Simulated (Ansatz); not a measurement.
Start from `[SiH3][NH][AlH][SiH2]Cl` and change one atom or group to get `C=[CH][AlH][SiH2]Cl`.

Ansatz, PBE0-D4/def2-TZVP geometries, multiplicity 1. Each molecule was computed in one conformer, which needn't be the lowest.

```json
{"property": "HOMO–LUMO gap (PBE/def2-TZVPP) / eV", "`[SiH3][NH][AlH][SiH2]Cl`": "3.93"}
{"property": "LUMO energy (B3LYP/def2-TZVPP) / eV", "`[SiH3][NH][AlH][SiH2]Cl`": "-1.91"}
{"property": "LUMO energy (ωB97M-V/def2-TZVPP) / eV", "`[SiH3][NH][AlH][SiH2]Cl`": "-0.09"}
{"property": "HOMO energy (PBE/def2-TZVPP) / eV", "`[SiH3][NH][AlH][SiH2]Cl`": "-6.43"}
{"property": "HOMO energy (B3LYP/def2-TZVPP) / eV", "`[SiH3][NH][AlH][SiH2]Cl`": "-7.37"}
{"property": "HOMO energy (PBE0/def2-TZVPP) / eV", "`[SiH3][NH][AlH][SiH2]Cl`": "-7.57"}
```

What does the change do to each property? (Best estimate.)

Ansatz gave: 
```
                             property  `C=[CH][AlH][SiH2]Cl`  shift
  HOMO–LUMO gap (PBE/def2-TZVPP) / eV                   3.36  -0.57
  LUMO energy (B3LYP/def2-TZVPP) / eV                  -2.32  -0.41
LUMO energy (ωB97M-V/def2-TZVPP) / eV                  -0.44  -0.35
    HOMO energy (PBE/def2-TZVPP) / eV                  -6.28   0.15
  HOMO energy (B3LYP/def2-TZVPP) / eV                  -7.22   0.15
   HOMO energy (PBE0/def2-TZVPP) / eV                  -7.41   0.16
```

With PBE0 the HOMO rises by 0.16 eV and the LUMO falls by 0.38 eV, so the gap narrows by about 0.54 eV. PBE moves the HOMO by 0.15 eV and ωB97M-V by 0.16 eV.

B3LYP here is the variant with VWN-RPA as its local correlation; programs differ in this.
